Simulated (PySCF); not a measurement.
GeFCl₂Br, SMILES [F][Ge]([Cl])([Cl])[Br]. Heavy atoms are numbered as in [F:1][Ge:2]([Cl:3])([Cl:4])[Br:5].

The structure is a stationary point at PBE-D3(BJ)/def2-SVP.

Level of theory: PBE/def2-TZVP run with PySCF.

ESP charges are fitted to the potential on shells at 1.4 to 2.0 van der Waals radii. Atomic charges (e), one atom of each kind:

```json
[
 {"atom": "F1", "IAO": "-0.47", "Löwdin": "-0.10", "ESP fit": "___"},
 {"atom": "Ge2", "IAO": "1.08", "Löwdin": "-0.43", "ESP fit": "___"},
 {"atom": "Cl3", "IAO": "-0.23", "Löwdin": "0.18", "ESP fit": "___"},
 {"atom": "Br5", "IAO": "-0.15", "Löwdin": "0.17", "ESP fit": "___"}
]
```

**Question.** What belongs in the gaps? (An estimate is asked for; the answer gives what the named calculation found.)

**Answer.** 
- F1, ESP fit: -0.09
- Ge2, ESP fit: 0.02
- Cl3, ESP fit: 0.01
- Br5, ESP fit: 0.05
